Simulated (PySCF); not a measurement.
**Interval between two levels of Cu³⁺ by level of theory**

Cu³⁺ [Ar] 3d8 [3F4, M_J = 4] → Cu³⁺ [Ar] 3d7 4s1 [5F5, M_J = 5], as a difference of total energies. Calculation: PySCF 2.14, in x2c-SVPall-2c with one added diffuse shell each of s, d type (6s5p4d1f, 48 functions); the two-component X2C-1e Hamiltonian. Correlated levels: [Ne] frozen; the 6 highest virtual spinors dropped. "Screened" scales the spin-orbit matrix elements by Boettger's factors to mimic the two-electron term; Breit and QED terms are absent.

```json
{"method": "GHF (spin-free)", "interval between two levels (cm⁻¹)": "142490"}
{"method": "GMP2 (spin-free)", "interval between two levels (cm⁻¹)": "147940"}
{"method": "GHF (screened spin-orbit)", "interval between two levels (cm⁻¹)": "142330"}
{"method": "GMP2 (screened spin-orbit)", "interval between two levels (cm⁻¹)": "147780"}
```

The labels give the starting determinants; with spin-orbit coupling the two ends relaxed to ⟨J²⟩ = 20.00, ⟨L²⟩ = 12.01, ⟨S²⟩ = 2.00 and ⟨J²⟩ = 30.00, ⟨L²⟩ = 12.03, ⟨S²⟩ = 5.99.
